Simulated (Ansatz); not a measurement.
System: HS2, net charge 0, doublet state. It need not be the lowest isomer of its formula. 
Structure (B3LYP-D3(BJ)/def2-TZVP (Ansatz, a quantum-chemistry and plane-wave program) minimum search):
```xyz
3

S     -0.9203     0.0126     0.4581
S      0.8239     0.0408    -0.4735
H      1.5432    -0.8556     0.2469
```
Charge 0, spin multiplicity 2.

Basis-set convergence of Hartree-Fock and CCSD correlation energies (hartree) with Ansatz. Valence correlation only, unless marked. Open shells are spin-unrestricted. No spin-orbit coupling. No relativistic terms.

```csv
basis,functions,E(HF),"E(corr, CCSD)"
cc-pV(D+d)Z,51,-795.64027,-0.28160
cc-pV(T+d)Z,92,-795.67319,-0.36355
cc-pV(Q+d)Z,158,-795.68065,-0.38936
```

Extrapolating the two largest sets (X = 3 and 4) as X^-3: E(corr) = (64·(-0.38936) - 27·(-0.36355))/37 = -0.4082 Eh, an estimate of the basis-set limit. The largest set recovers 95.4 % of it, the smallest 69.0 %.
